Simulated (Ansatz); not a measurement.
`CNC1=CB1` and `B1C=C1` differ in one atom or group.

Ansatz, PBE0-D4/def2-TZVP geometries, multiplicity 1. Each molecule was computed in one conformer, which needn't be the lowest.

```csv
property,`CNC1=CB1`
HOMO–LUMO gap (PBE0/def2-TZVPP) / eV,7.46
size of the dipole moment (PBE/def2-TZVPP) / D,3.08
LUMO energy (PBE/def2-TZVPP) / eV,-0.30
zero-point energy (PBE0-D4/def2-TZVP) / kJ/mol,231.8
size of the dipole moment (ωB97M-V/def2-TZVPP) / D,2.92
HOMO–LUMO gap (ωB97M-V/def2-TZVPP) / eV,11.24
```

Task: What does the change do to each property? (Best estimate.)

Result: Computed: 
| property | `B1C=C1` | shift |
| --- | --- | --- |
| HOMO–LUMO gap (PBE0/def2-TZVPP) / eV | 7.75 | 0.29 |
| size of the dipole moment (PBE/def2-TZVPP) / D | 1.19 | -1.89 |
| LUMO energy (PBE/def2-TZVPP) / eV | -1.43 | -1.13 |
| zero-point energy (PBE0-D4/def2-TZVP) / kJ/mol | 110.3 | -121.5 |
| size of the dipole moment (ωB97M-V/def2-TZVPP) / D | 1.17 | -1.75 |
| HOMO–LUMO gap (ωB97M-V/def2-TZVPP) / eV | 12.23 | 0.99 |

With PBE0 the HOMO falls by 1.25 eV and the LUMO falls by 0.96 eV, so the gap widens by about 0.29 eV. PBE moves the HOMO by -1.04 eV and ωB97M-V by -1.39 eV. The zero-point energy changes by -121.5 kJ/mol with -15 modes. Dipoles are sizes alone; their direction can turn.
